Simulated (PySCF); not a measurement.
# A bond scan of BFHO cation

Calculated results; nothing here was measured. The program is PySCF 2.14.0, an open-source quantum chemistry code, run on an isolated molecule that a program drew, which may never have been made. The molecule is BFHO cation (charge +1, singlet), drawn as the SMILES string `O[B+]F`.

The structure below is the HF double-zeta minimum with every atom moved a little at random, so it isn't optimised. Bond O1-B2 is then set to each length in the table by shifting atoms 2, 3 along it, with nothing else relaxed.
```xyz
4
BFHO cation, angstrom
O    -3.0686    1.0272   -0.5730
B    -2.8991    0.5019    0.6327
F    -2.5283    0.0554    1.7621
H    -2.5584    1.1445   -1.3972
```

E is the energy above the same method's energy at the HF double-zeta minimum. IE is the energy to remove one electron at fixed geometry, to the doublet state of charge +2, as a difference of total energies. The basis family is cc-pVnZ, with UHF for radicals and no spin-orbit coupling. Best is HF at quadruple zeta, plus MP2 correlation extrapolated from triple and quadruple zeta, plus CCSD(T) minus MP2 at triple zeta, with a frozen core. The other columns are at triple zeta.

```
bond (Å),E CCSD (kcal/mol),E B3LYP (kcal/mol),E CCSD(T) (kcal/mol),E best (kcal/mol),IE CCSD (eV),IE B3LYP (eV),IE CCSD(T) (eV),IE best (eV),T1
1.1890,5.33,4.88,5.38,5.15,23.421,23.215,23.415,23.580,0.014
1.2420,?,?,?,?,?,?,?,?,?
1.3090,6.09,5.79,5.43,6.23,22.376,22.458,22.434,22.599,0.016
1.3260,7.91,7.60,7.15,8.06,22.232,22.340,22.294,22.460,0.016
1.4670,31.87,31.26,30.29,31.73,21.115,21.345,21.211,21.384,0.019
1.5080,40.60,39.87,38.80,40.29,20.823,21.069,20.926,21.102,0.020
```

T1 is the CCSD diagnostic of the starting molecule.

**Estimate the best E and IE at 1.2420 Å from the other rows.**

A least-squares cubic in the inverse of the bond length through the other values of E best gives 2.55 kcal/mol there. A least-squares quadratic in the bond length through IE best gives 23.138 eV. The calculation gives 2.61 kcal/mol and 23.154 eV, so the fits miss by 0.06 kcal/mol and 0.016 eV. The same recipe one zeta lower moves these two values by 0.39 kcal/mol and 0.04 eV, a gauge of their own error. The rest of the row: E is 2.58 (CCSD), 2.26 (B3LYP), 2.32 (CCSD(T)); IE is 22.960 (CCSD), 22.904 (B3LYP), 22.989 (CCSD(T)); T1 is 0.015.
